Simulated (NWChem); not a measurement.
System: C$_{2}$H$_{4}$FNOSi; SMILES O=C=N[SiH2]CF

NWChem input:

```
start job
memory heap 200 mb stack 900 mb global 1100 mb
geometry units angstroms
  O      2.603807    -1.227936    -0.569548
  C      1.797203    -0.527001    -0.135678
  N      1.023659     0.205770     0.393401
  Si    -0.417943     1.128476     0.536616
  C     -1.904885    -0.073697     0.373640
  F     -1.967722    -0.578759    -0.910890
  H     -0.381560     1.660110     1.894269
  H     -0.466416     2.117694    -0.534756
  H     -1.825354    -0.937901     1.038685
  H     -2.865101     0.414816     0.556754
end
basis spherical
  * library def2-svp
end
dft
  xc pbe0
  iterations 150
end
driver
  maxiter 120
end
task dft optimize
task dft freq
```

The level has its own optimisation; frequencies are unscaled.

Task: Give the results of this calculation. (PBE0/def2-SVP.) Quantities: r C–O (Å); r C–N (Å); r N–Si (Å); r C–Si (Å); highest harmonic frequency (cm⁻¹); lowest (cm⁻¹); zero-point energy (kcal/mol); dipole (D).

Result: 
- r C–O (Å) = 1.167
- r C–N (Å) = 1.197
- r N–Si (Å) = 1.720
- r C–Si (Å) = 1.893
- highest harmonic frequency (cm⁻¹) = 3105
- lowest (cm⁻¹) = 38
- zero-point energy (kcal/mol) = 38.6
- dipole (D) = 2.91
